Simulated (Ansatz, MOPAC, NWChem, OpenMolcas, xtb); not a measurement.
# How methods differ on [SiCl3]+ (SMILES Cl[Si+](Cl)Cl)

[SiCl3]+, singlet, SMILES `Cl[Si+](Cl)Cl`. Each level relaxes the structure for itself.

Each level gives the highest harmonic wavenumber at each level's own minimum (cm⁻¹). The values are calculated.

| level | kind | program | value (cm⁻¹) |
| --- | --- | --- | --- |
| PM6 | semi-empirical | MOPAC | 687 |
| PM6-DH+ | semi-empirical | MOPAC | 685 |
| PM7- | semi-empirical | MOPAC | 713 |
| GFN1-xTB | semi-empirical | xtb | 773 |
| HF/3-21G | Hartree–Fock | OpenMolcas | 672 |
| HF/6-31G* (spherical functions) | Hartree–Fock | NWChem | 782 |
| HF/6-31G* (Cartesian functions) | Hartree–Fock | OpenMolcas | 782 |
| HF/cc-pVTZ | Hartree–Fock | OpenMolcas | 781 |
| PBE0/def2-SVP | global hybrid | NWChem | 763 |
| PBE0-D4/def2-TZVP | global hybrid | Ansatz | 760 |

Harmonic and unscaled. The values span 672 to 782 cm⁻¹. Without the sets that lack polarisation functions the rows with a basis span only 760 to 782 cm⁻¹.
